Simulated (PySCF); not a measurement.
Record of a relaxation.

Compound: C3H8AsB.
Numbering: `[CH2:1]=[CH:2][CH2:3][BH:4][AsH2:5]` (hydrogens: H6, H7 on C1; H8 on C2; H9, H10 on C3; H11 on B4; H12, H13 on As5)

Method: PySCF, PBE0-D3(BJ)/def2-SVP geometry optimisation, gas phase; density fitting, grid level 1; the optimiser is geomeTRIC in internal coordinates, started from a GFN2-xTB structure with every atom displaced at random (about 0.01 Å). 7 of its 10 geometries are shown. The frame can shift and turn from step to step; on so coarse a grid that alone can change the energy by a few meV, and forces under 0.02 eV/Å are noise.

Step 0: E = -64735.4395 eV, largest atomic force 2.347 eV/Å
```
atom  x, y, z in Å  |  force x, y, z in eV/Å
C1     -1.568    0.774   -0.493   -1.379   0.643  -1.787
C2     -1.294    0.421    0.735    1.183  -0.091   0.890
C3      0.074    0.506    1.310    0.927  -0.069   0.508
B4      0.661   -0.884    0.804   -0.849   0.758   0.521
As5     1.564   -1.049   -0.958    0.174  -0.220  -0.248
H6     -2.590    0.727   -0.897    0.203  -0.135   0.079
H7     -0.833    1.223   -1.153    0.335   0.055  -0.170
H8     -2.030   -0.005    1.370   -1.037  -0.515   0.628
H9      0.618    1.378    0.926    0.044   0.090  -0.161
H10     0.031    0.615    2.411    0.024  -0.225  -0.191
H11     0.286   -1.857    1.395    0.076  -0.387   0.043
H12     2.616   -1.994   -0.440    0.122  -0.355  -0.026
H13     2.471    0.128   -0.742    0.176   0.451  -0.086
```

Step 2: E = -64735.5903 eV, largest atomic force 0.145 eV/Å
```
atom  x, y, z in Å  |  force x, y, z in eV/Å
C1     -1.678    0.752   -0.469    0.082  -0.022   0.030
C2     -1.308    0.401    0.771   -0.093   0.030   0.025
C3      0.096    0.464    1.309   -0.072   0.036  -0.121
B4      0.463   -0.916    0.668    0.108  -0.076   0.034
As5     1.514   -1.160   -1.054   -0.049   0.102   0.067
H6     -2.708    0.628   -0.813    0.011   0.003   0.004
H7     -0.963    1.186   -1.176   -0.012   0.008  -0.016
H8     -2.061   -0.054    1.427    0.016   0.008   0.011
H9      0.655    1.328    0.923    0.005  -0.004  -0.019
H10     0.091    0.475    2.408    0.019  -0.046  -0.012
H11     0.000   -1.926    1.145   -0.016  -0.017   0.006
H12     2.430   -2.222   -0.467   -0.022  -0.024   0.008
H13     2.495   -0.018   -0.820    0.022   0.001  -0.017
```

Step 3: E = -64735.5936 eV, largest atomic force 0.215 eV/Å
```
atom  x, y, z in Å  |  force x, y, z in eV/Å
C1     -1.667    0.739   -0.468   -0.154  -0.016  -0.034
C2     -1.317    0.405    0.782    0.172   0.056  -0.117
C3      0.092    0.466    1.304   -0.054  -0.085   0.002
B4      0.467   -0.922    0.675   -0.019   0.114   0.030
As5     1.506   -1.123   -1.050   -0.051  -0.052  -0.011
H6     -2.697    0.620   -0.819    0.055   0.014   0.003
H7     -0.943    1.153   -1.178   -0.010  -0.003   0.023
H8     -2.068   -0.036    1.443   -0.063  -0.009   0.046
H9      0.654    1.323    0.905   -0.025  -0.014   0.028
H10     0.095    0.480    2.402    0.053   0.002   0.007
H11    -0.003   -1.934    1.142    0.012  -0.013   0.019
H12     2.396   -2.220   -0.492    0.031  -0.059  -0.023
H13     2.512   -0.014   -0.796    0.054   0.067   0.027
```

Step 4: E = -64735.5963 eV, largest atomic force 0.109 eV/Å
```
atom  x, y, z in Å  |  force x, y, z in eV/Å
C1     -1.691    0.742   -0.472    0.027   0.035  -0.023
C2     -1.314    0.413    0.772    0.002  -0.007   0.019
C3      0.095    0.464    1.297   -0.061  -0.037  -0.082
B4      0.474   -0.924    0.676   -0.007   0.076  -0.005
As5     1.528   -1.114   -1.040    0.009  -0.052   0.002
H6     -2.726    0.628   -0.804    0.021  -0.006   0.026
H7     -0.980    1.154   -1.196    0.007  -0.004   0.002
H8     -2.062   -0.020    1.444   -0.052  -0.018   0.036
H9      0.661    1.318    0.899    0.000   0.001   0.019
H10     0.100    0.477    2.396    0.013   0.017   0.005
H11    -0.003   -1.937    1.137    0.020   0.005   0.016
H12     2.395   -2.240   -0.502    0.011  -0.022  -0.038
H13     2.550   -0.023   -0.758    0.010   0.013   0.023
```

Step 6: E = -64735.6017 eV, largest atomic force 0.048 eV/Å
```
atom  x, y, z in Å  |  force x, y, z in eV/Å
C1     -1.720    0.754   -0.468    0.018   0.021   0.000
C2     -1.336    0.419    0.771   -0.033  -0.011   0.033
C3      0.080    0.472    1.276    0.015  -0.020  -0.033
B4      0.495   -0.914    0.674    0.001  -0.045   0.004
As5     1.573   -1.107   -1.024    0.027   0.033   0.016
H6     -2.758    0.649   -0.790   -0.022  -0.007   0.003
H7     -1.013    1.160   -1.199    0.013  -0.002   0.000
H8     -2.081   -0.006    1.454    0.021   0.002  -0.024
H9      0.634    1.332    0.875    0.003   0.019  -0.002
H10     0.104    0.488    2.374   -0.009   0.017   0.006
H11     0.025   -1.927    1.141    0.003   0.010   0.008
H12     2.382   -2.306   -0.557   -0.014   0.014  -0.006
H13     2.642   -0.076   -0.679   -0.020  -0.031  -0.004
```

Step 8: E = -64735.6028 eV, largest atomic force 0.025 eV/Å
```
atom  x, y, z in Å  |  force x, y, z in eV/Å
C1     -1.729    0.761   -0.469    0.004   0.006  -0.006
C2     -1.341    0.422    0.767   -0.009   0.002  -0.015
C3      0.078    0.475    1.263    0.010  -0.002   0.023
B4      0.503   -0.918    0.682   -0.003   0.003  -0.008
As5     1.586   -1.097   -1.012   -0.009  -0.001  -0.007
H6     -2.769    0.659   -0.789    0.003  -0.002   0.011
H7     -1.021    1.165   -1.200    0.000   0.003  -0.004
H8     -2.083   -0.004    1.453    0.003  -0.007   0.001
H9      0.628    1.334    0.854   -0.001  -0.007  -0.006
H10     0.105    0.507    2.362   -0.004   0.007  -0.002
H11     0.032   -1.927    1.156   -0.001   0.002   0.005
H12     2.362   -2.332   -0.589    0.001  -0.006   0.003
H13     2.677   -0.108   -0.629    0.006   0.004   0.004
```

Step 9: E = -64735.6029 eV, largest atomic force under 0.02 eV/Å
```
atom  x, y, z in Å  |  force x, y, z in eV/Å
C1     -1.727    0.766   -0.470    0.003   0.001   0.004
C2     -1.338    0.421    0.764    0.002   0.003  -0.012
C3      0.080    0.476    1.263   -0.007   0.009   0.013
B4      0.501   -0.919    0.684    0.004   0.006   0.002
As5     1.582   -1.102   -1.011   -0.004  -0.004  -0.002
H6     -2.767    0.661   -0.789    0.003   0.000   0.002
H7     -1.020    1.176   -1.199   -0.002   0.002  -0.002
H8     -2.079   -0.012    1.447   -0.003  -0.004   0.004
H9      0.630    1.334    0.851    0.002  -0.007  -0.006
H10     0.104    0.512    2.362    0.001  -0.001  -0.003
H11     0.029   -1.925    1.163    0.000  -0.003  -0.001
H12     2.357   -2.336   -0.585    0.000  -0.004   0.001
H13     2.674   -0.113   -0.629    0.003   0.001   0.001
```

Task: Summarise the path.

Result: The energy falls by 0.1634 eV from step 0 to step 9; nine tenths of that is first reached at step 2. It falls at every step. The largest force goes from 2.347 to under 0.02 eV/Å. Among the bonds C2–H8 changes most, from 1.062 to 1.096 Å; the atoms move by 0.164 Å rms after alignment.

Task: Follow the three bonds and two angles with the largest change from start to end.

Result: 
```tsv
step	E above end (eV)	largest force (eV/Å)	C2–H8 (Å)	B4–As5 (Å)	C1=C2 (Å)	H12–As5–H13 (°)	C2–C3–B4 (°)
0	0.1634	2.347	1.062	1.987	1.307	91.1	99.6
1	0.0220	0.396	1.102	2.038	1.343	94.5	91.3
2	0.0126	0.145	1.096	2.032	1.341	94.4	92.0
3	0.0093	0.215	1.093	2.024	1.340	94.5	92.8
4	0.0066	0.109	1.094	2.023	1.340	94.7	93.3
5	0.0035	0.087	1.097	2.023	1.340	95.0	94.2
6	0.0012	0.048	1.097	2.021	1.340	95.2	95.2
7	0.0003	0.032	1.096	2.019	1.339	95.3	96.0
8	0.0001	0.025	1.096	2.019	1.339	95.3	95.9
9	0.0000	under 0.02	1.096	2.019	1.339	95.2	95.6
```

What follows is the cost of the whole optimisation. Hardware: an Arm Neoverse V1 with one thread, no GPU, shared host. Cost: 67 s, 0.55 GiB resident at most.
